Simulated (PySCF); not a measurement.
Computed shifts of a molecule C4H9FSi, PBE/pcSseg-1 in PySCF, GIAO, gas phase, atoms alike by connectivity averaged where their shifts nearly agree, in ppm (number of nuclei): ¹³C: 173.8 (1), 127.4 (1), 14.2 (1), -5.7 (1). ¹⁹F: -130.2 (1). ²⁹Si: -48.4 (1). ¹H: 5.65 (1), 4.80 (1), 4.47 (1), 2.08 (3), 0.65 (3). References: ¹³C against TMS (σ = 182.0 ppm); ¹⁹F against CFCl3 (σ = 133.6 ppm); ²⁹Si against TMS (σ = 335.4 ppm); ¹H against TMS (σ = 31.49 ppm), references at their B3LYP-D3(BJ)/def2-TZVP geometries, non-relativistic. Geometry: ωB97X-D3(BJ)/def2-SVP. The values are those of a single conformer.

Question: Identify the compound among the candidates.
A. C/C=C(\F)[SiH2]C
B. C=C(C)[SiH2]CF
C. C[C@@H]1CC[Si@@H]1F
D. F[SiH2]C1CCC1

Answer: A, C/C=C(\F)[SiH2]C
